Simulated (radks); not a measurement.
The numbers below are computed, except where a source is named.
Spherical quantum dot in the effective-mass picture: electrons in a well V = -V0 / (1 + exp((r - R)/a)) with V0 = 9.22, R = 3.28, a = 0.33, with a point charge +2 (a donor) at the centre, all in effective atomic units (hartree* = m*/eps^2 hartree, bohr* = eps/m* bohr), one dielectric constant everywhere. Level of theory: non-relativistic Kohn-Sham, LDA (Slater exchange, Perdew-Wang correlation), spin-polarised, spherical densities (a radial shooting solver with Libxc functionals). Levels are named by radial order and angular momentum (1s, 1p, 1d, 2s, ...), and open shells are averaged over m.

N = 6, configuration 1s2 1p(up 3, down 1). This is the lowest configuration that the search found. Occupied and some empty levels:

| level | occupation | eigenvalue (hartree*) | <r> (bohr*) |
|---|---|---|---|
| 1s up | 1 | -7.5964 | 1.014 |
| 1s down | 1 | -7.5479 | 0.9887 |
| 1p up | 3 | -6.6152 | 1.833 |
| 1p down | 1 | -6.5361 | 1.837 |
| 2s up | 0 | -6.3492 | 1.722 |
| 2s down | 0 | -6.2927 | 1.744 |
| 1d up | 0 | -5.9358 | 2.071 |
| 1d down | 0 | -5.8599 | 2.079 |
| 1f up | 0 | -5.1702 | 2.234 |
| 1f down | 0 | -5.1003 | 2.243 |

Energy (hartree*): total -51.1222, kinetic 6.0189, external -64.991, Hartree 10.379, exchange-correlation -2.5293.

Electron density:

| r (bohr*) | n(r) (e/bohr*^3) |
|---|---|
| 0.0678 | 2.362 |
| 0.324 | 0.9088 |
| 0.579 | 0.4076 |
| 0.835 | 0.2272 |
| 1.09 | 0.1575 |
| 1.35 | 0.1243 |
| 1.60 | 0.1003 |
| 1.86 | 0.07619 |
| 2.11 | 0.05111 |
| 2.37 | 0.02880 |
| 2.62 | 0.01304 |
| 2.88 | 0.004512 |
| 3.14 | 0.001168 |
| 3.39 | 0.0002319 |
